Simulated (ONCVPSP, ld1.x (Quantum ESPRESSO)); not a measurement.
## Pseudopotentials across the periodic table

Generated with ld1.x 7.5 (TM, RRKJ, ultrasoft, PAW), atompaw 4.2 or ONCVPSP 4.0.1. The cutoff is in Ry: for ld1.x and atompaw files where the sum of valence levels is converged to 10 mRy in a Bessel basis, for ONCV files where the hardest occupied wave has 1 mHa per electron of residual kinetic energy. The error is the largest all-electron minus pseudo excitation energy over each file’s own four to seven test configurations (ionisations up to +4, promotions, holes and added fractions of an electron), all of which were solved. The labels leave out finer settings (local radius, basis sizes, second energies), which also bear on the numbers. Spin-polarised tests are not counted. The rows are a selection from randomly drawn settings: files with unsolved tests, undetermined cutoffs or missed reference levels are left out.

A true bound ghost makes a file unfit for plane-wave use even where its test errors are small: the radial tests pick states by their node count and pass the ghost by.

| element | potential | cutoff (Ry) | largest error (meV) | bound ghosts |
| --- | --- | --- | --- | --- |
| Mo | ONCV, LDA (Perdew-Wang 92), fully relativistic, rc 1.60/1.70/2.25 (spd), local smoothed, core correction yes, reference 4s2 4p6 4d5 5s1, qcut 8.8/7.2/8, projectors 3/2/3 | 49 | +10 | none |
| Tc | ONCV, LDA (Perdew-Wang 92), non-relativistic, rc 1.55/1.60/2.20/1.95 (spdf), local smoothed, core correction yes, reference 4s2 4p6 4d5 5s1.75 5p0.25, qcut 6.1/8.9/6.6/6.4, projectors 2/3/2/1 | 61 | -59 | none |
| Dy | ONCV, PBE, scalar-relativistic, rc 2.00/1.90/1.90 (spd), local d, core correction yes, reference 5s2 5p6 5d1 6s1, qcut 4/4.1/3, projectors 2/2/0 | 82 | -108 | none |
| W | ONCV, PBE, fully relativistic, rc 1.55/2.20/2.70 (spd), local smoothed, core correction yes, reference 5s2 5p6 5d4 6s1.5 6p0.5, qcut 6.5/4.9/5.2, projectors 2/2/2 | 35 | -35 | none |

Task: Fill in the row for Te: ONCV, PBE, non-relativistic, rc 1.60/1.75/1.05 (spd), local d, core correction yes, reference 4d10 5s2 5p4, qcut 3.3/4.8/8.7, projectors 2/3/0.

Result: cutoff 246 Ry, largest error -8.4 meV, bound ghosts: s, p.

Task: Fill in the row for Ag: TM semilocal, Wu–Cohen, scalar-relativistic, rc 2.10/0.95/1.65 (spd), local s, core correction yes, reference 4p6 4d10 5s0 5p0.

Result: cutoff 160 Ry, largest error -121 meV, bound ghosts: none.

Task: Fill in the row for Ne: ONCV, LDA (Perdew-Zunger), scalar-relativistic, rc 0.55/1.05 (sp), local smoothed, core correction no, reference 2s2 2p4, qcut 10.5/12.2, projectors 2/1.

Result: cutoff 258 Ry, largest error +522 meV, bound ghosts: none.
